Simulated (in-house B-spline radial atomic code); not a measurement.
## Pr²⁺: [He] 2s2 (2p1/2)2 (2p3/2)3 3s2 3p6 3d10 4s2 4p6 4d10 4f3 5s1 5p6 6s2 (with a hole in an inner shell)

Computed with a B-spline radial code for spherical atoms: Dirac-Kohn-Sham relativistic LDA, spherical fractional occupations, Fermi nucleus of rms radius 4.8919 fm.

Effective charges: Z_r = [3n² - l(l+1)]/(2<r>) from the radius, Z_e = n√(-2ε) from the energy, and Slater's rules. Values are occupation-weighted means over j. An effective charge above Z reflects the relativistic contraction of the inner shells.

| shell | electrons | ε (eV) | <r> (bohr) | Z_r | Z_e | Slater |
| --- | --- | --- | --- | --- | --- | --- |
| 1s | 2 | -41782 | 0.02418 | 62.03 | 55.42 | 58.70 |
| 2s | 2 | -6856.5 | 0.1024 | 58.61 | 44.90 | 55.20 |
| 2p | 5 | -6228.4 | 0.0894 | 55.93 | 42.79 | 55.20 |
| 3s | 2 | -1517.9 | 0.2697 | 50.05 | 31.69 | 48.60 |
| 3p | 6 | -1303 | 0.2665 | 46.90 | 29.36 | 48.60 |
| 3d | 10 | -992.61 | 0.2423 | 43.33 | 25.62 | 38.85 |
| 4s | 2 | -324.47 | 0.6135 | 39.12 | 19.53 | 32.25 |
| 4p | 6 | -252.35 | 0.6459 | 35.61 | 17.23 | 32.25 |
| 4d | 10 | -146.12 | 0.7029 | 29.87 | 13.11 | 20.85 |
| 5s | 1 | -63.759 | 1.434 | 26.16 | 10.82 | 12.05 |
| 5p | 6 | -44.752 | 1.627 | 22.44 | 9.07 | 12.05 |
| 4f | 3 | -30.164 | 0.935 | 19.25 | 5.96 | 13.30 |
| 6s | 2 | -17.212 | 3.342 | 16.16 | 6.75 | 4.70 |

The least bound orbital is 6s1/2 at -17.21 eV, and it is also the most diffuse (<r> = 3.342 bohr). The part-filled 2p shell lies below the filled 6s shell in orbital energy.

For the 1s electron the small component carries 4.75 % of the norm, the zero-frequency Breit interaction raises the level by 112.7 eV, self-energy by 67.32 eV, and vacuum polarisation lowers it by 10.18 eV.
